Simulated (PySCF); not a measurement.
A calculated (M06-L, PySCF 2.14, x2c-TZVPall, scalar relativity by spin-free X2C-1e) atom or ion has these occupied shells.

```
shell  electrons  orbital energy (eV)  rms radius, mean of both spins (bohr)
   1s          2             -27757.9                                 0.0341
   2s          2              -4181.8                                  0.139
   2p          6              -3751.2                                  0.124
   3s          2              -807.72                                  0.371
   3p          6              -664.88                                  0.373
   3d         10              -443.63                                  0.353
   4s          2              -130.87                                  0.905
   4p          6              -88.244                                  0.986
   4d         10              -26.533                                   1.28
   5s          2              -14.651                                   2.64
```

Problem. Name the element and its charge.

Solution. In⁺ (indium, charge +1), in [Kr] 4d10 5s2, closed-shell 1S.
